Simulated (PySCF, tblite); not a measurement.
Isomers of C7H7N3. Level: GFN2-xTB in tblite, geometry and Hessian alike; calculated harmonic values, unscaled, isolated species. Errors from tens to a few hundred cm⁻¹ against measured bands are possible. One conformer each.

Electronic energies: PBE0/pcSseg-1 single points on the GFN2-xTB geometries (PySCF, gas phase).

```
           SMILES  electronic energy, lowest = 0 (kcal/mol)
Nc1cccc2cn[nH]c12                                       0.0
   C=CCn1nccc1C#N                                      38.3
  C#Cc1nc(C)nnc1C                                      64.8
Cc1cccc2nn[nH]c12                                      10.4
```

Question: How do GFN2-xTB zero-point energies change the relative energies?

Answer: 
```json
{"SMILES": "Nc1cccc2cn[nH]c12", "ZPE (kcal/mol)": "81.9", "of it from modes above 1550 cm⁻¹": "37.2", "electronic (kcal/mol)": "0.0", "with ZPE, lowest = 0 (kcal/mol)": "0.0", "lowest mode (cm⁻¹)": "161", "rings": "2"}
{"SMILES": "Cc1cccc2nn[nH]c12", "ZPE (kcal/mol)": "81.7", "of it from modes above 1550 cm⁻¹": "35.8", "electronic (kcal/mol)": "10.4", "with ZPE, lowest = 0 (kcal/mol)": "10.2", "lowest mode (cm⁻¹)": "103", "rings": "2"}
{"SMILES": "C=CCn1nccc1C#N", "ZPE (kcal/mol)": "80.0", "of it from modes above 1550 cm⁻¹": "36.8", "electronic (kcal/mol)": "38.3", "with ZPE, lowest = 0 (kcal/mol)": "36.4", "lowest mode (cm⁻¹)": "30", "rings": "1"}
{"SMILES": "C#Cc1nc(C)nnc1C", "ZPE (kcal/mol)": "78.0", "of it from modes above 1550 cm⁻¹": "34.1", "electronic (kcal/mol)": "64.8", "with ZPE, lowest = 0 (kcal/mol)": "60.8", "lowest mode (cm⁻¹)": "15i", "rings": "1"}
```

The zero-point energies span 3.9 kcal/mol, from `C#Cc1nc(C)nnc1C` to `Nc1cccc2cn[nH]c12`. Slightly imaginary modes are left out of the zero-point energy: `C#Cc1nc(C)nnc1C` 14.8i cm⁻¹. The order is unchanged.

Question: And how do the electronic energies of GFN2-xTB itself compare?

Answer: `Nc1cccc2cn[nH]c12` 0.0; `Cc1cccc2nn[nH]c12` 4.7; `C=CCn1nccc1C#N` 39.8; `C#Cc1nc(C)nnc1C` 51.4 kcal/mol, lowest = 0. Against the energies above, taken from the same isomer `Nc1cccc2cn[nH]c12`, the largest difference is 13.4 kcal/mol.
